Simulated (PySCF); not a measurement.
Structure problem from calculated spectra and properties.

Formula: C5H3NOS.

- 1H NMR: chemical shifts (computed TMS as zero) by class: 7.70 (1 H), 7.62 (1 H), 6.44 (1 H) ppm [GIAO B97-2/pcSseg-2]
- Rotational structure: rotational constants A, B, C: 4.430, 1.205, 0.948 GHz [PBE0-D3(BJ)/def2-TZVP]
- Dipole: 4.02 D [B97-2/pcSseg-2]
- 13C NMR: chemical shifts (computed TMS as zero) by class: 151.4 (1 C), 145.6 (1 C), 117.9 (1 C), 115.0 (1 C), 115.0 (1 C) ppm [GIAO B97-2/pcSseg-2]
- NMR, other nuclei: isotropic shieldings of nuclei other than C and H, by class: -76 (1 N), 26 (1 O), 520 (1 S) ppm [GIAO B97-2/pcSseg-2]

The electronic properties come from PySCF, for the isolated species, density fitting. Levels stand in brackets. The structure is a single PBE0-D3(BJ)/def2-TZVP conformer in the gas phase; no vibrational or solvent corrections. Each NMR value is the plain mean over a class of atoms that symmetry, rotation or inversion makes alike.

Question: Propose a structure and show how it fits.

Answer: Numbering: `[N:1]#[C:2][S:3][c:4]1[cH:5][cH:6][o:7][cH:8]1`. Its formula, C5H3NOS, gives 5 degrees of unsaturation: 1 ring and 4 π bonds in the structure found (Kekulé form). 5 carbons fall into 5 classes; from least to most shielded: aromatic CH next to a ring oxygen [C6] (151.4 ppm), aromatic CH next to a ring oxygen [C8] (145.6 ppm), substituted aromatic carbon [C4] (117.9 ppm), aromatic CH carbon [C5] (115.0 ppm), cyano carbon [C2] (115.0 ppm). Hydrogen classes from least to most shielded: 1 H on an aromatic CH next to a ring oxygen, C8 (7.70 ppm), 1 H on an aromatic CH next to a ring oxygen, C6 (7.62 ppm), 1 H on an aromatic CH carbon, C5 (6.44 ppm). The other shieldings belong to: -76 ppm, cyano nitrogen [N1]; 26 ppm, furan-type oxygen [O7]; 520 ppm, sulfur bonded to 2 C [S3]. By its constants the optimised geometry is an asymmetric top. Structure: `N#CSc1ccoc1`. Computed isomers that give other values at the same levels: `N#CSc1ccco1` (13C chemical shifts (computed TMS as zero) by class: 155.7 (1 C), 140.8 (1 C), 130.6 (1 C), 119.0 (1 C), 114.6 (1 C) ppm). The assignments are read from this structure; whether some other isomer fits the data as well wasn't checked.

The values belong to the conformer `[N:1]#[C:2][S:3][c:4]1[cH:5][cH:6][o:7][cH:8]1`: C2–S3–C4–C5 -179°.
